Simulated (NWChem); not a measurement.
C₂H₆BFO; SMILES CB(O)CF

```xyz
11

C     -0.5462     1.9820     0.0090
B      0.0640     0.5319    -0.0143
O      1.4132     0.3505    -0.0069
C     -0.8251    -0.7935    -0.0200
F      0.0145    -1.9266     0.0157
H      0.1968     2.7557    -0.2669
H     -1.4353     2.0842    -0.6472
H     -0.8988     2.2128     1.0391
H      1.5909    -0.6158     0.0044
H     -1.4646    -0.8552    -0.9314
H     -1.5176    -0.8363     0.8527
```
Atoms are numbered in this order, from 1.

Results from NWChem. Medium grid unless said otherwise, to which SCAN and Minnesota functionals are sensitive. All runs use the structure optimised with PBE-D3(BJ)/def2-SVP. Total energies of different functionals are on different scales.

```json
[
 {"level": "B3LYP/def2-SVP", "energy (Ha)": "-279.5951", "highest occupied level (eV)": "-8.21", "orbital gap (eV)": "8.47", "dipole (D)": "1.34"},
 {"level": "PBE/def2-SVP", "energy (Ha)": "-279.2586", "highest occupied level (eV)": "-6.83", "orbital gap (eV)": "6.31", "dipole (D)": "1.20"},
 {"level": "RPBE/def2-SVP", "energy (Ha)": "-279.5764", "highest occupied level (eV)": "-6.79", "orbital gap (eV)": "6.35", "dipole (D)": "1.15"},
 {"level": "TPSS/def2-SVP", "energy (Ha)": "-279.6243", "highest occupied level (eV)": "-6.99", "orbital gap (eV)": "6.61", "dipole (D)": "1.21"},
 {"level": "PW6B95/def2-SVP", "energy (Ha)": "-279.9099", "highest occupied level (eV)": "-8.58", "orbital gap (eV)": "9.04", "dipole (D)": "1.38"},
 {"level": "LDA (Slater exchange, VWN5)/def2-SVP", "energy (Ha)": "-277.3865", "highest occupied level (eV)": "-6.94", "orbital gap (eV)": "(withheld)", "dipole (D)": "(withheld)"},
 {"level": "Hartree-Fock/def2-SVP", "energy (Ha)": "-278.0619", "highest occupied level (eV)": "-12.38", "orbital gap (eV)": "16.64", "dipole (D)": "1.81"},
 {"level": "BP86/def2-SVP", "energy (Ha)": "-279.5805", "highest occupied level (eV)": "-6.94", "orbital gap (eV)": "6.36", "dipole (D)": "1.22"},
 {"level": "PW91/def2-SVP", "energy (Ha)": "-279.4822", "highest occupied level (eV)": "-6.90", "orbital gap (eV)": "6.32", "dipole (D)": "1.21"},
 {"level": "BLYP/def2-SVP", "energy (Ha)": "-279.4986", "highest occupied level (eV)": "-6.73", "orbital gap (eV)": "6.37", "dipole (D)": "1.17"},
 {"level": "M05-2X/def2-SVP", "energy (Ha)": "-279.5420", "highest occupied level (eV)": "-9.98", "orbital gap (eV)": "11.64", "dipole (D)": "1.57"}
]
```

Problem. Fill in the missing entries.

Solution. 
- LDA (Slater exchange, VWN5)/def2-SVP, orbital gap (eV): 6.21
- LDA (Slater exchange, VWN5)/def2-SVP, dipole (D): 1.29
